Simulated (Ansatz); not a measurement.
A nudged elastic band was laid between two geometries of C3H6OSi + H2O (14 atoms, charge 0, multiplicity 1).

All numbers below come from RHF/def2-SVP (Ansatz 0.2.0).

```yaml
movable_images: 2
climbing_image: no
spring: 5.0 eV/Å²
optimiser: quadratic models (default)
start_path: through a guess of the saddle point
force_threshold: 0.03 eV/Å
iteration_limit: 60
end_points: relaxed
```

Image 0:

```xyz
14
Properties=species:S:1:pos:R:3
H -1.202 1.233 -0.306
Si -0.885 0.400 -1.489
C 1.509 -0.339 0.590
C 0.969 -1.352 -0.035
C -0.236 -1.303 -0.952
O 1.994 0.540 1.140
H 0.483 1.438 2.630
O -0.441 1.597 2.761
H -2.107 0.200 -2.301
H 0.133 1.108 -2.305
H 1.444 -2.302 0.184
H -1.070 -1.837 -0.486
H -0.003 -1.854 -1.869
H -0.587 2.473 2.437
```

Image 3:

```xyz
14
Properties=species:S:1:pos:R:3
H -1.454 2.495 1.856
Si -0.534 0.042 -0.930
C 0.565 -0.481 0.489
C 0.892 -1.619 -0.135
C 0.161 -1.643 -1.476
O 0.972 -0.048 1.681
H 0.568 0.792 1.860
O -0.569 2.375 1.545
H -1.996 0.139 -0.690
H -0.144 1.237 -1.720
H 1.558 -2.394 0.235
H -0.553 -2.463 -1.585
H 0.821 -1.649 -2.348
H -0.286 3.216 1.218
```

**Question.** What changes between the two ends?

**Answer.** Bonds broken: H1–Si2, H7–O8. Bonds formed: H1–O8, Si2–C3, O6–H7.

**Question.** What energy profile does the band end with?

**Answer.** It converged. The highest image is number 2 of 0 to 3, 32.1 kJ/mol above the first end and 24.5 kJ/mol above the last; the last end lies 7.6 kJ/mol above the first. No image climbed, so the highest image needn't sit at the top of the path. A band with more images between the same ends climbed to 3.50 eV, so this one has probably stepped over the top. So few images can step over the top or miss a turn of the path. The orbitals stay closed-shell, which can raise the energy where a bond breaks towards radicals; this wasn't checked here.

```json
{"image": "0", "path coordinate (Å)": "0.00", "energy (kJ/mol)": "0.0", "H1–Si2 (Å)": "1.48", "H7–O8 (Å)": "0.95", "H1–O8 (Å)": "3.18"}
{"image": "1", "path coordinate (Å)": "1.99", "energy (kJ/mol)": "30.7", "H1–Si2 (Å)": "1.50", "H7–O8 (Å)": "0.95", "H1–O8 (Å)": "2.30"}
{"image": "2", "path coordinate (Å)": "3.97", "energy (kJ/mol)": "32.1", "H1–Si2 (Å)": "2.70", "H7–O8 (Å)": "1.84", "H1–O8 (Å)": "0.95"}
{"image": "3", "path coordinate (Å)": "5.96", "energy (kJ/mol)": "7.6", "H1–Si2 (Å)": "3.82", "H7–O8 (Å)": "1.97", "H1–O8 (Å)": "0.95"}
```

**Question.** What is the geometry of the highest image?

**Answer.** 
```xyz
14
Properties=species:S:1:pos:R:3:forces:R:3
H -1.181 1.565 1.160 -0.15 0.28 0.40
Si -0.399 0.226 -1.049 0.18 -0.08 0.02
C 0.733 -0.250 0.402 -0.25 0.14 -0.16
C 0.861 -1.488 -0.094 -0.03 0.02 -0.03
C -0.048 -1.605 -1.312 0.03 -0.10 -0.09
O 1.348 0.285 1.456 -0.14 0.01 0.00
H 0.816 0.999 1.805 0.23 -0.26 -0.13
O -0.745 1.975 1.899 -0.09 -0.01 -0.19
H -1.833 0.615 -0.871 0.16 0.06 0.29
H 0.145 1.210 -2.015 0.04 -0.02 -0.02
H 1.493 -2.288 0.284 0.02 0.08 0.06
H -0.897 -2.274 -1.158 0.01 -0.07 -0.08
H 0.454 -1.875 -2.240 0.06 -0.11 -0.06
H -0.746 2.906 1.733 -0.07 0.06 -0.03
```

Run time: 55 s on 2 threads of Arm Neoverse V1, on a shared host, peak memory 0.3 GiB.
